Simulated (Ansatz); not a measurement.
Mulliken charges of CH$_{5}$BFNSi (`BN1[SiH2]C1F`) from r2SCAN/def2-TZVPP in Ansatz (PBE0-D4/def2-TZVP geometry).

| atom | x (Å) | y (Å) | z (Å) | charge (e) |
| --- | --- | --- | --- | --- |
| B1 | 0.223 | 1.530 | 0.770 | -0.074 |
| N2 | 0.048 | 0.250 | 0.237 | -0.172 |
| Si3 | -0.096 | -1.468 | 0.274 | 0.381 |
| C4 | -0.220 | -0.231 | -1.100 | 0.150 |
| F5 | 0.821 | -0.070 | -1.976 | -0.221 |
| H6 | 0.424 | 1.642 | 1.944 | -0.019 |
| H7 | 0.160 | 2.479 | 0.042 | -0.010 |
| H8 | -1.281 | -2.051 | 0.940 | -0.060 |
| H9 | 1.142 | -2.257 | 0.434 | -0.049 |
| H10 | -1.138 | 0.126 | -1.563 | 0.075 |

Task: By hand: the dipole of these point charges (1 e Å = 4.8032 D).

Result: Σ q r = (-0.350, -0.548, 0.046) e Å, of length 0.652 e Å = 3.13 D.

Task: How does the dipole of the full density compare? (Best estimate.)

Result: The calculation gave: (-0.268, -0.384, 0.151) e Å, 2.36 D; the point charges give 1.33 times that, at 14° from its direction.

Point charges leave out the atoms' own dipoles, such as those of lone pairs, and Mulliken's split depends on the basis, so the two needn't agree.
